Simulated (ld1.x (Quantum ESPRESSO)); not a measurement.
**Before and after: ultrasoft potential for C**

C (Z = 6), ultrasoft, made with ld1.x (Quantum ESPRESSO) 7.5 (PBE, non-relativistic). Core [He], reference 2s2 2p1 (charge +1). Waves: 2s (bound): rcut 1.25, rcutus 1.35 bohr; 2s channel at 1.65 Ry: rcut 1.25, rcutus 1.35 bohr; 2p (bound): rcut 1.25, rcutus 1.45 bohr; 2p channel at 0.05 Ry: rcut 1.25, rcutus 1.45 bohr; 3d channel at 0.3 Ry: rcut 1.05, rcutus 1.30 bohr; 3d channel at 2.25 Ry: rcut 1.05, rcutus 1.30 bohr. Local part: all-electron potential smoothed inside 1.15 bohr (lloc = -2). Core correction: none. Augmentation charge: PSQ, inside the norm-conserving radii.

All-electron outer shells of the reference configuration (PBE, non-relativistic, ld1.x):

| shell | level (eV) | outermost node (bohr) | outermost maximum (bohr) |
| --- | --- | --- | --- |
| 2s | -25.74 | 0.38 | 1.17 |
| 2p | -17.01 | – | 1.11 |

Change: waves 2s (bound): rcut 1.25, rcutus 1.72 bohr; 2s channel at 1.65 Ry: rcut 1.25, rcutus 1.72 bohr.

Cutoffs: the cutoffs (Ry, on a coarse ladder) from which the occupation-weighted sum of valence levels, in a spherical-Bessel basis at the reference potential, stays within 10 and 1 mRy of its value at 400 Ry; they do not see the model core or the augmentation charge, which bear on the density cutoff. Errors are all-electron minus pseudo energies relative to the spin-unpolarised reference configuration.

**Question.** Predict the effect on cutoff, ghosts and configuration errors.

**Answer.** The potential gets neither clearly harder nor softer (25 Ry and 35 Ry → 25 Ry and 35 Ry); the p channel sets the loose cutoff, while the largest relative change is in s, which becomes harder; the number of tests that count goes from 7 to 6; of the 6 tests that both files solve, the error grows in 6 and shrinks in 0 by more than 15 % and 0.3 meV (median size 5.0 → 11.4 meV); neither file shows a bound ghost at the reference potential, the only one tested. More of the atom is replaced by a form fitted at one configuration, so other configurations suffer.

| quantity | base | changed |
| --- | --- | --- |
| cutoff, loose | 25 Ry | 25 Ry |
| cutoff, tight | 35 Ry | 35 Ry |
| loose cutoff by channel (10 mRy a level) | s 8 Ry, p 25 Ry | s 10 Ry, p 25 Ry |
| bound ghosts | none | none |
| tests counted (converged, no solver errors) | 7 of 7 | 6 of 7 |
| error for 2s2 2p2, meV [ΔE -10.87 eV] | +4.1 | +7.1 |
| error for 2s2 2p0, meV [ΔE 24.16 eV] | +46 | +83 |
| error for 2s2 2p2.3, meV [ΔE -12.02 eV] | +4.8 | +8.7 |
| error for 2s1 2p3, meV [ΔE -2.40 eV] | +17 | +27 |
| error for 2s2 2p1.5, meV [ΔE -6.90 eV] | +1.9 | +3.1 |
| error for 2s1 2p2, meV [ΔE 8.74 eV] | +5.2 | +14 |
| lowest overlap eigenvalue by channel | s 0.56, p 0.97, d 0.97 | s 0.53, p 0.97, d 0.97 |

Changed file: Tests not counted: 2s1 2p0 (pseudo-atom not self-consistent, printed error +191 meV). ld1.x printed “convergence not achieved” for 1 of the counted tests; its residual had stalled under 1e-8, short of the target of 1e-14.
